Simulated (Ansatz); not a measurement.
Geometry optimisation, Ansatz, UKS PBE/def2-SVP.

The input (input.yaml):

```yaml
crystal:
  periodic: [false, false, false]
  atoms:
    - { symbol: W, position_ang: [0.0, 0.0, 0.0] }
    - { symbol: F, position_ang: [0.0, 0.0, 2.1] }
    - { symbol: F, position_ang: [1.85, 0.0, 0.0] }
    - { symbol: F, position_ang: [0.0, 1.85, 0.0] }
    - { symbol: H, position_ang: [-1.72, 0.0, 0.0] }
    - { symbol: F, position_ang: [0.0, -1.85, 0.0] }
    - { symbol: F, position_ang: [0.0, 0.0, -1.85] }
    - { symbol: O, position_ang: [0.0, 0.0, 3.63] }
    - { symbol: H, position_ang: [-0.5144, -0.8011, 3.9671] }
magnetization:
  spin_polarized: true
  initial_magnetization: 1
basis:
  gaussian: { orbitals: def2-SVP }
hamiltonian:
  xc: pbe
relax:
  f_tol: 0.15
  max_steps: 25
  restrain:
    - { distance: [1, 7], at: 2.43, k: 30.0 }
    - { distance: [0, 1], at: 1.85, k: 30.0 }
output:
  orbitals: {}
```

Run as:

```bash
$ ansatz run input.yaml --threads 4 --pin off --max-ram 5120MiB --backend cpu --events-out ev --progress --plain --runs-dir out
```

Question: Where does it end, and by what steps?

Answer: The forces met the threshold. The restraints hold the end off the free minimum; the threshold counts their pulls, which the force column leaves out. Restrained pairs: F2–O8 (1.53 → 2.44 Å), W1–F2 (2.10 → 1.86 Å). After 17 steps the energy has fallen by 3.006 eV (the restraints' own energy left out); F3 moved furthest, 1.26 Å.

```
step  energy less start (eV)  largest force component (eV/Å)  accepted
   0                  0.0000                           6.568       yes
   1                 -2.1168                           3.234       yes
   2                 -2.4243                           2.812       yes
   3                 -2.6515                           0.667       yes
   4                 -2.6912                           0.370       yes
   5                 -2.7207                           0.269       yes
   6                 -2.7481                           0.956       yes
   7                 -2.8343                           0.608       yes
   8                 -2.8770                           0.380       yes
   9                 -2.8815                           0.392       yes
  10                 -2.9069                           0.474       yes
  11                 -2.9025                           0.418       yes
  12                 -2.9275                           0.245       yes
  13                 -2.9579                           0.589       yes
  14                 -2.9660                           0.434       yes
  15                 -2.9987                           0.292       yes
  16                 -2.9996                           0.812        no
  17                 -3.0061                           0.407       yes
```

```xyz
9
Properties=species:S:1:pos:R:3
W -0.017 -0.065 0.024
F -0.840 0.189 1.675
F 1.458 -0.638 1.015
F 0.426 1.747 0.156
H -1.574 -0.753 -0.099
F 0.377 -1.661 -0.876
F -0.468 0.493 -1.703
O 0.448 0.308 3.738
H -0.194 -0.422 3.917
```

The run took 2.6 min on 4 threads of Arm Neoverse V1, on a shared host, peak memory 0.37 GiB.
